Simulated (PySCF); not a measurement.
H2O3S. Atoms are numbered in the order given.

```xyz
6

O     -0.3222     1.3844     0.0000
S      0.4434     0.1205     0.0000
O     -0.1521    -0.7609     1.2732
O     -0.1521    -0.7609    -1.2732
H     -1.0418    -0.4141     1.4798
H     -1.0418    -0.4141    -1.4798
```
Charge 0, spin multiplicity 1.

Geometry optimised at B3LYP-D3(BJ)/def2-SVP. Other conformers were not sampled.

Computed with ωB97X/def2-TZVPD (PySCF).

ESP charges are fitted to the potential on shells at 1.4 to 2.0 van der Waals radii. Atomic charges (e):

| atom | meta-Löwdin | ESP fit |
|---|---|---|
| O1 | -0.80 | -0.45 |
| S2 | 1.43 | 0.59 |
| O3 | -0.66 | -0.47 |
| O4 | -0.66 | -0.47 |
| H5 | 0.34 | 0.40 |
| H6 | 0.34 | 0.40 |
